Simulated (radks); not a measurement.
Coherent X-ray form factor from a spherical all-electron density. All-electron calculation, scalar-relativistic Kohn-Sham, PBE, spin-polarised, spherical densities, finite nucleus; Fermi nuclear charge, rms radius of each element as measured or else 0.836 A^(1/3) + 0.57 fm. Program: a radial shooting solver on a logarithmic mesh with Libxc functionals.

sin(theta)/lambda (1/angstrom),f0 (electrons)
0.05,29.646
0.1,28.661
0.15,27.240
0.2,25.592
0.25,23.877
0.3,22.186
0.4,19.008
0.5,16.177
0.6,13.746
0.8,10.171
1,8.051
1.25,6.621
1.5,5.768
2,4.434

The species is in the configuration that NIST lists as its ground one. Which atom or ion scatters so?

Answer. The germanium ion Ge2+, [Ar] 3d10 4s(up 1, down 1). Extrapolating in s^2 from the first two rows gives f0(0) = 30.0, near the electron count 30; among species with that count, the fall with angle is slower the higher Z, and the table is that of Z = 32; from so few rows the species is fixed only to a neighbour or two.
